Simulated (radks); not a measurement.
The hafnium ion Hf2+ inside a hard spherical wall (all orbitals vanish at R), configuration held at [Xe] 4f14 5d2 and not refilled when levels cross. Calculated with a radial shooting solver on a logarithmic mesh with Libxc functionals: scalar-relativistic Kohn-Sham, PBE, spin-polarised, spherical densities, finite nucleus; open shells are filled with parallel spins first (spin-orbit coupling, left out, can overturn this in heavy ions); Fermi nuclear charge, rms radius 5.347 fm. Eigenvalues in eV for spin up, with the zero of energy where the potential of the charges vanishes at infinity; a dash marks a level that is unbound or too diffuse for the functional's potential to be trusted. A positive occupied level is held by the wall or, in an anion where self-interaction has pushed it up, behind a barrier. The pressure on the wall is -dE/dV.

R (bohr)  E (hartree)  kinetic (hartree)    e(5s)    e(5p)    e(4f)  e(6s, empty)    e(5d)  e(6p, empty)  pressure (GPa)
free      -15075.3743          16512.325  -82.336  -51.070  -31.910       -17.992  -17.332       -12.369               0
20        -15075.3743          16512.325  -82.336  -51.070  -31.910       -17.992  -17.332       -12.369        < 0.0001
15        -15075.3743          16512.325  -82.336  -51.070  -31.910       -17.992  -17.332       -12.369        < 0.0001
12        -15075.3743          16512.325  -82.336  -51.070  -31.910       -17.992  -17.332       -12.369        < 0.0001
4         -15075.2767          16512.868  -80.473  -49.342  -29.906       -12.161  -14.857        -1.640            24.0
3.5       -15075.1394          16513.579  -79.039  -47.966  -28.263        -6.145  -12.483         7.278            82.7
2.5       -15073.4232          16522.264  -69.332  -37.293  -16.579        38.031    4.834        63.738            1780
2         -15068.1820          16545.660  -50.279  -14.357    4.376        119.36   37.704        157.57           11700
1.5       -15042.8597          16641.972   20.169   70.201   63.711        369.07   145.72        429.03          111000
